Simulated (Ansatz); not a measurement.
Reaction (formal exchange of groups at a Ga–Cl bond): `[F][Ga]([SiH3])[Cl]` + `C=N` → `N=[CH][Ga]([F])[SiH3]` + HCl

Program: Ansatz. Geometries: PBE0-D4/def2-TZVP. ΔE: electronic, gas phase. CCSD(T)/CBS adds triple-zeta CCSD(T) − MP2 to the extrapolated MP2 energy (def2 sets, frozen cores). This one scheme is used for every species. Functionals use def2-TZVPP. For Ga outer-core shells are correlated without core-valence functions, which leaves a few kJ/mol of doubt a bond. Scalar relativity is left out up to krypton. One conformer a species, not always the lowest.

```json
{"level": "PBE0-D4", "ΔE (kJ/mol)": "142.0"}
{"level": "HF/def2-QZVPP", "ΔE (kJ/mol)": "168.2"}
```

(1) What does CCSD(T)/CBS give? (Best estimate.)

Largest T1 diagnostic among the species: 0.015.

Results:

(1) Computed: +141.3 kJ/mol. The listed levels differ from it by 0.7, 26.9 kJ/mol.

The D4 term adds −3.2 kJ/mol with B3LYP and −1.9 kJ/mol with PBE0; it sums over pairs of atoms, weighted by their polarisabilities, and B3LYP, whose exchange is more repulsive, gets the larger term. In def2-TZVPP, CCSD(T) changes the Hartree–Fock value by −28.2 kJ/mol (the triples alone add −3.1 kJ/mol) and MP2 by −24.3 kJ/mol. From PBE to PBE0 (25 % exact exchange), in def2-TZVPP and without D4, ΔE moves by +8.2 kJ/mol.

B3LYP here is the variant with VWN-RPA as its local correlation; programs differ in this.
